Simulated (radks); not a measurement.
Question: The mean radii <r> (bohr) of the occupied orbitals of an atom or ion are listed with their occupations. Calculated with a radial shooting solver on a logarithmic mesh with Libxc functionals: Dirac Kohn-Sham, LDA (Slater exchange, Perdew-Wang correlation), spin-unpolarised, spherical densities, finite nucleus; Fermi nuclear charge, rms radius of each element as measured or else 0.836 A^(1/3) + 0.57 fm.

| orbital | occ. | <r> |
|---|---|---|
| 1s1/2 | 2 | 0.02113 |
| 2s1/2 | 2 | 0.08928 |
| 2p1/2 | 2 | 0.07440 |
| 2p3/2 | 4 | 0.08146 |
| 3s1/2 | 2 | 0.2344 |
| 3p1/2 | 2 | 0.2239 |
| 3p3/2 | 4 | 0.2373 |
| 3d3/2 | 4 | 0.2097 |
| 3d5/2 | 6 | 0.2139 |
| 4s1/2 | 2 | 0.5302 |
| 4p1/2 | 2 | 0.5405 |
| 4p3/2 | 4 | 0.5714 |
| 4d3/2 | 4 | 0.6038 |
| 4d5/2 | 6 | 0.6148 |
| 5s1/2 | 2 | 1.301 |
| 5p1/2 | 2 | 1.470 |
| 5p3/2 | 4 | 1.579 |
| 4f5/2 | 4.28571 | 0.8639 |
| 4f7/2 | 5.71429 | 0.8841 |
| 6s1/2 | 1 | 3.671 |

Name the element and its charge. Open shells, if any, are shared by 2j + 1.

Answer: Z = 66, dysprosium, charge +1: Dy+ in [Xe] 4f10 6s1. The 1s radius gives Z: for a bare nucleus <r> = (2 gamma + 1)/(2Z) with gamma = sqrt(1 - (Z/c)^2), 0.02085 bohr for Z = 66, and screening makes it slightly larger (0.02113 here). The occupations add up to 65, and the charge is Z minus that.
